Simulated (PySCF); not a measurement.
C₄H₃FOS, SMILES Oc1cc(F)cs1. Geometry optimised at ωB97X-D3(BJ)/def2-SVP. The values are those of a single conformer.

Computed equilibrium geometry at ωB97X-D3(BJ)/def2-SVP (PySCF confirms it by a frequency run) as a Z-matrix, and its point group (one conformer of several):
point group Cs.
```
C
C 1 1.3663
O 2 1.3470 1 125.41
H 3 0.9643 2 110.57 1 180.00
H 1 1.0892 2 124.60 3 0.00
C 1 1.4319 5 125.06 2 180.00
F 6 1.3326 1 121.27 5 0.00
C 6 1.3614 7 123.30 1 180.00
H 8 1.0879 6 128.33 7 0.00
S 8 1.7349 9 121.68 6 180.00
```
